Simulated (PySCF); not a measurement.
Si(H)3(SeH) (H₄SeSi), SMILES [SiH3][SeH]. Coordinates come from a PBE0-D3(BJ)/def2-TZVP optimisation.

TDA-PBE0/def2-SVPD run with PySCF puts the lowest singlet excitations at 5.34, 5.47, 6.60, 6.91, 6.92, 7.33 eV.

**Question.** What are the lowest excitation roots from ADC(2)/aug-cc-pVDZ in PySCF? (An estimate is asked for; the answer gives what the named calculation found.)

**Answer.** 5.42, 5.76, 6.89, 6.98, 7.21, 7.28 eV. S1 differs by 0.08 eV (second minus first; roots are paired by order, and the bases may differ).
